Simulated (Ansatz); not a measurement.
**From O to Se: the dipole moment**

One atom is swapped for its congeners: Ga(CH3)(OH); Ga(CH3)(SH); Ga(CH3)(SeH). All are doublets with charge 0.

Shapes, held fixed at every level: PBE0-D4/def2-TZVP. Flexible molecules stand in one conformer, not always the lowest. Programs: Ansatz 0.2.0. Values in D.

| level | Ga(CH3)(OH) | Ga(CH3)(SeH) |
| --- | --- | --- |
| PBE-D4/def2-TZVPP | 2.10 | 1.36 |
| r2SCAN-D4/def2-TZVPP | 2.12 | 1.47 |
| B3LYP-D4/def2-TZVPP | 2.15 | 1.50 |
| wB97M-V/def2-TZVPP | 2.08 | 1.60 |

(1) Estimate the column for Ga(CH3)(SH) from its neighbours.

Answers

(1) The mean of the neighbours at wB97M-V/def2-TZVPP is 1.84 D, against 1.97 from the run: the member lies nearer O. All rows: PBE-D4/def2-TZVPP 1.95; r2SCAN-D4/def2-TZVPP 2.02; B3LYP-D4/def2-TZVPP 1.97; wB97M-V/def2-TZVPP 1.97 D. At wB97M-V/def2-TZVPP the dipole moment falls at every step, from 2.08 to 1.60 D. Every level shows the same order. Open shells run unrestricted unless RO is named. Relativity is left out for Ga, Se unless named.
